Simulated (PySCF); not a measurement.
Ti(Br)(OH)3 (BrH3O3Ti), SMILES [OH][Ti]([OH])([OH])[Br], multiplicity 1.

Coordinates come from a B3LYP-D3(BJ)/def2-SVP optimisation. The spin state was assumed, not searched. The structure was generated by enumeration; whether it is a known compound was not checked. One conformer was computed; it need not be the lowest.

Vertical ionisation energy (IE) and electron affinity (EA) in eV. Rows of orbital energies are one-electron estimates. Where ΔSCF, EOM or ADC give a negative EA the extra electron is unbound and the value depends on the basis.

| level | IE | EA |
|---|---|---|
| −ε(HOMO), −ε(LUMO), r2SCAN/def2-TZVP (PySCF) | 7.03 | 2.77 |
| −ε(HOMO), −ε(LUMO), PBE/def2-TZVP (PySCF) | [?] | [?] |

Q: Fill in the missing entries. (The exact figures need the calculation; the answer reports its results.)

A: 
- −ε(HOMO), −ε(LUMO), PBE/def2-TZVP (PySCF), IE: 6.68
- −ε(HOMO), −ε(LUMO), PBE/def2-TZVP (PySCF), EA: 2.81
